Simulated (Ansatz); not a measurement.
`FC(F)(F)C#Cc1ccc(C#Cc2ccc(C#Cc3ccc(C#Cc4ccc(C(F)(F)F)cc4)cc3)cc2)cc1` with charge +1. Total charge 1; doublet. Geometry PBE-D4/def2-SVP, that of the neutral singlet; atoms count from 1.

```xyz
56

F    -1.661  -11.539   10.625
C    -0.753  -11.763    9.645
F     0.441  -11.990   10.242
F    -1.116  -12.901    9.009
C    -0.676  -10.634    8.716
C    -0.618   -9.685    7.941
C    -0.548   -8.586    7.040
C     0.506   -7.640    7.136
C     0.574   -6.564    6.255
C    -0.408   -6.390    5.242
C    -0.338   -5.294    4.343
C    -0.277   -4.341    3.562
C    -0.206   -3.245    2.664
C     0.816   -2.265    2.789
C     0.885   -1.190    1.908
C    -0.065   -1.045    0.860
C     0.006    0.051   -0.038
C     0.067    1.003   -0.820
C     0.138    2.099   -1.719
C    -0.765    2.203   -2.812
C    -0.695    3.277   -3.695
C     0.281    4.297   -3.524
C     0.352    5.393   -4.424
C     0.414    6.344   -5.207
C     0.485    7.440   -6.109
C     1.402    8.501   -5.890
C     1.469    9.577   -6.779
C     0.626    9.618   -7.903
C     0.654   10.802   -8.838
F    -0.335   11.686   -8.546
F     0.475   10.424  -10.128
F     1.826   11.477   -8.767
C    -0.285    8.570   -8.136
C    -0.358    7.494   -7.251
C     1.183    4.194   -2.431
C     1.114    3.118   -1.549
C    -1.087   -2.025    0.735
C    -1.157   -3.100    1.617
C    -1.462   -7.340    5.149
C    -1.531   -8.416    6.030
H     1.270   -7.766    7.916
H     1.393   -5.835    6.335
H     1.557   -2.368    3.596
H     1.680   -0.437    2.015
H    -1.524    1.421   -2.953
H    -1.398    3.348   -4.538
H     2.063    8.466   -5.012
H     2.185   10.393   -6.606
H    -0.935    8.600   -9.023
H    -1.067    6.674   -7.432
H     1.942    4.977   -2.289
H     1.818    3.048   -0.707
H    -1.827   -1.923   -0.072
H    -1.952   -3.852    1.511
H    -2.227   -7.215    4.369
H    -2.350   -9.145    5.951
```

Single mean-field runs in def2-SVP are fitted with def2-universal-jkfit.

Problem. Estimate the Mulliken populations of the heavy atoms from the PBE0/def2-SVP orbitals of Ansatz.

Solution. 
```json
{"atom": "F1", "charge (e)": "-0.17", "spin (α − β)": "0.00"}
{"atom": "C2", "charge (e)": "0.65", "spin (α − β)": "0.00"}
{"atom": "F3", "charge (e)": "-0.17", "spin (α − β)": "0.00"}
{"atom": "F4", "charge (e)": "-0.17", "spin (α − β)": "0.00"}
{"atom": "C5", "charge (e)": "-0.12", "spin (α − β)": "0.08"}
{"atom": "C6", "charge (e)": "-0.01", "spin (α − β)": "-0.05"}
{"atom": "C7", "charge (e)": "-0.07", "spin (α − β)": "0.10"}
{"atom": "C8", "charge (e)": "0.03", "spin (α − β)": "-0.04"}
{"atom": "C9", "charge (e)": "0.03", "spin (α − β)": "0.06"}
{"atom": "C10", "charge (e)": "-0.08", "spin (α − β)": "-0.01"}
{"atom": "C11", "charge (e)": "0.05", "spin (α − β)": "0.12"}
{"atom": "C12", "charge (e)": "0.01", "spin (α − β)": "-0.01"}
{"atom": "C13", "charge (e)": "-0.06", "spin (α − β)": "0.11"}
{"atom": "C14", "charge (e)": "0.03", "spin (α − β)": "-0.01"}
{"atom": "C15", "charge (e)": "0.03", "spin (α − β)": "0.03"}
{"atom": "C16", "charge (e)": "-0.07", "spin (α − β)": "0.06"}
{"atom": "C17", "charge (e)": "0.03", "spin (α − β)": "0.06"}
{"atom": "C18", "charge (e)": "0.04", "spin (α − β)": "0.07"}
{"atom": "C19", "charge (e)": "-0.07", "spin (α − β)": "0.05"}
{"atom": "C20", "charge (e)": "0.03", "spin (α − β)": "0.04"}
{"atom": "C21", "charge (e)": "0.03", "spin (α − β)": "-0.02"}
{"atom": "C22", "charge (e)": "-0.06", "spin (α − β)": "0.12"}
{"atom": "C23", "charge (e)": "0.01", "spin (α − β)": "-0.03"}
{"atom": "C24", "charge (e)": "0.04", "spin (α − β)": "0.13"}
{"atom": "C25", "charge (e)": "-0.08", "spin (α − β)": "-0.02"}
{"atom": "C26", "charge (e)": "0.03", "spin (α − β)": "0.06"}
{"atom": "C27", "charge (e)": "0.01", "spin (α − β)": "-0.04"}
{"atom": "C28", "charge (e)": "-0.17", "spin (α − β)": "0.08"}
{"atom": "C29", "charge (e)": "0.65", "spin (α − β)": "0.00"}
{"atom": "F30", "charge (e)": "-0.18", "spin (α − β)": "0.00"}
{"atom": "F31", "charge (e)": "-0.19", "spin (α − β)": "0.00"}
{"atom": "F32", "charge (e)": "-0.18", "spin (α − β)": "0.00"}
{"atom": "C33", "charge (e)": "0.01", "spin (α − β)": "-0.04"}
{"atom": "C34", "charge (e)": "0.03", "spin (α − β)": "0.06"}
{"atom": "C35", "charge (e)": "0.03", "spin (α − β)": "-0.02"}
{"atom": "C36", "charge (e)": "0.03", "spin (α − β)": "0.04"}
{"atom": "C37", "charge (e)": "0.03", "spin (α − β)": "0.03"}
{"atom": "C38", "charge (e)": "0.03", "spin (α − β)": "-0.01"}
{"atom": "C39", "charge (e)": "0.03", "spin (α − β)": "0.06"}
{"atom": "C40", "charge (e)": "0.03", "spin (α − β)": "-0.04"}
```
Mulliken values depend strongly on the basis.

Problem. Where does the spin sit?

Solution. Summed by element: F 0.01, C 1.00, H -0.01, of 1 unpaired in all. Largest on single atoms: C24 0.13, C11 0.12, C22 0.12.

Problem. And the Mayer bond orders between heavy atoms (over 0.3, the first 40 of 43)?

Solution. F1–C2 1.14 (1.35 Å); C2–F3 1.14 (1.35 Å); C2–F4 1.14 (1.35 Å); C2–C5 0.87 (1.46 Å); C5–C6 2.86 (1.23 Å); C6–C7 1.03 (1.42 Å); C7–C8 1.31 (1.42 Å); C7–C40 1.31 (1.42 Å); C8–C9 1.43 (1.39 Å); C9–C10 1.29 (1.42 Å); C10–C11 1.09 (1.42 Å); C10–C39 1.29 (1.42 Å); C11–C12 2.48 (1.23 Å); C12–C13 1.11 (1.42 Å); C13–C14 1.26 (1.42 Å); C13–C38 1.26 (1.42 Å); C14–C15 1.47 (1.39 Å); C15–C16 1.26 (1.42 Å); C16–C17 1.13 (1.42 Å); C16–C37 1.26 (1.42 Å); C17–C18 2.45 (1.23 Å); C18–C19 1.13 (1.42 Å); C19–C20 1.26 (1.42 Å); C19–C36 1.26 (1.42 Å); C20–C21 1.46 (1.39 Å); C21–C22 1.27 (1.42 Å); C22–C23 1.10 (1.42 Å); C22–C35 1.27 (1.42 Å); C23–C24 2.50 (1.23 Å); C24–C25 1.08 (1.42 Å); C25–C26 1.30 (1.42 Å); C25–C34 1.30 (1.42 Å); C26–C27 1.41 (1.40 Å); C27–C28 1.38 (1.41 Å); C28–C29 0.95 (1.51 Å); C28–C33 1.36 (1.41 Å); C29–F30 1.13 (1.36 Å); C29–F31 1.11 (1.36 Å); C29–F32 1.11 (1.35 Å); C33–C34 1.42 (1.40 Å).
